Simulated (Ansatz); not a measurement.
Isolated molecules relaxed with PBE0-D4/def2-TZVP in Ansatz; ΔE leaves out vibrations. CCSD(T)/CBS is the MP2 limit (def2-TZVPP, def2-QZVPP) plus CCSD(T) − MP2 in def2-TZVPP, frozen cores. This one scheme is used for every species. Each species was taken in one conformer, which may not be the lowest.

Reaction (formal exchange of groups at a C–C bond): `CC(F)[SiH2]N` + `N#C[SiH](F)F` → `C[Si](F)(F)C#N` + `N[SiH2]CF`

| species | CCSD(T)/CBS(def2) energy (Eh) |
| --- | --- |
| `CC(F)[SiH2]N` | -524.51579 |
| `N#C[SiH](F)F` | -582.14390 |
| `C[Si](F)(F)C#N` | -621.42890 |
| `N[SiH2]CF` | -485.25003 |

(1) Work out ΔE.

Largest T1 diagnostic among the species: 0.013.

## Answers

(1) ΔE = (-621.42890) + (-485.25003) − (-524.51579) − (-582.14390) = -0.01924 Eh = -50.5 kJ/mol.
